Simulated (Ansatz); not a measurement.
`CN[SiH2]OC` + `CC(=O)OC(C)=O` → `CO[SiH2]OC(C)=O` + `CNC(C)=O`  (formal exchange of groups at the Si–N bond)

Isolated molecules relaxed with PBE0-D4/def2-TZVP in Ansatz; ΔE leaves out vibrations. CCSD(T)/CBS is the MP2 limit (def2-TZVPP, def2-QZVPP) plus CCSD(T) − MP2 in def2-TZVPP, frozen cores. DFT in def2-TZVPP. B3LYP here is the variant with VWN-RPA as its local correlation; programs differ in this. One conformer a species, not always the lowest.

`CN[SiH2]OC`:

Cartesian coordinates in Å:
```
C 0.376 -0.900 -1.719
N -0.167 -1.331 -0.450
Si 0.231 -0.686 1.077
O -0.605 0.641 1.579
C -0.529 1.877 0.914
H 0.629 -1.752 -2.358
H 1.300 -0.342 -1.547
H -0.303 -0.246 -2.280
H -0.984 -1.914 -0.534
H 1.670 -0.311 0.983
H -0.072 -1.698 2.112
H -1.004 2.638 1.537
H 0.511 2.180 0.735
H -1.051 1.846 -0.050
```

`CC(=O)OC(C)=O`:

Z-matrix (Å, degrees):
```
C
C 1 1.492
H 1 1.093 2 109.0
H 1 1.091 2 110.3 3 117.6
H 1 1.087 2 109.7 3 -120.4
O 2 1.188 1 126.9 3 114.0
O 2 1.383 1 110.1 3 -68.6
C 7 1.383 2 120.4 1 151.3
C 8 1.492 7 110.1 2 151.3
O 8 1.188 7 122.9 2 -31.2
H 9 1.087 8 109.7 7 171.0
H 9 1.093 8 109.0 7 -68.6
H 9 1.091 8 110.3 7 49.0
```

`CO[SiH2]OC(C)=O`:

```xyz
15

C    -0.953    2.364   -1.180
O     0.250    1.686   -1.470
Si    0.451    0.079   -1.298
O     0.326   -0.217    0.367
C     0.501   -1.488    0.746
C     0.360   -1.689    2.220
O     0.749   -2.353   -0.056
H    -0.905    3.354   -1.635
H    -1.086    2.478   -0.100
H    -1.822    1.835   -1.588
H     1.807   -0.226   -1.783
H    -0.640   -0.656   -1.976
H     1.079   -1.058    2.746
H    -0.637   -1.375    2.537
H     0.521   -2.734    2.470
```

`CNC(C)=O`:

Z-matrix (Å, degrees):
```
C
N 1 1.439
H 1 1.093 2 111.4
H 1 1.089 2 107.4 3 -119.2
H 1 1.094 2 111.4 3 121.7
C 2 1.357 1 122.5 3 119.8
H 2 1.004 1 119.1 3 -60.4
O 6 1.215 2 123.0 1 -0.1
C 6 1.508 2 115.3 1 179.9
H 9 1.091 6 108.5 2 -121.6
H 9 1.091 6 113.9 2 0.2
H 9 1.091 6 108.5 2 122.0
```

**Question.** Is it downhill or uphill in electronic energy at CCSD(T)/CBS, and by how much? (Estimate.)

**Answer.** Computed: Downhill: ΔE = -103.8 kJ/mol.

**Question.** What do these levels give: r2SCAN-D4, PBE0-D4, B3LYP-D4, ωB97X-V, ωB97M-V, PBE, r2SCAN, PBE0, SCS-MP2/def2-TZVPP, CCSD(T)/def2-TZVPP, MP2/def2-QZVPP, CCSD/CBS(def2)? (Best estimate.)

**Answer.** The calculation gave: r2SCAN-D4 -106.8, PBE0-D4 -105.7, B3LYP-D4 -104.3, ωB97X-V -103.2, ωB97M-V -102.6, PBE -102.4, r2SCAN -107.1, PBE0 -106.4, SCS-MP2/def2-TZVPP -101.7, CCSD(T)/def2-TZVPP -101.1, MP2/def2-QZVPP -106.1, CCSD/CBS(def2) -104.8 kJ/mol.

Largest T1 diagnostic among the species: 0.015.

In def2-TZVPP, CCSD(T) changes the Hartree–Fock value by +7.4 kJ/mol (the triples alone add +1.0 kJ/mol) and MP2 by +4.0 kJ/mol. From PBE to PBE0 (25 % exact exchange), in def2-TZVPP and without D4, ΔE moves by −4.0 kJ/mol.
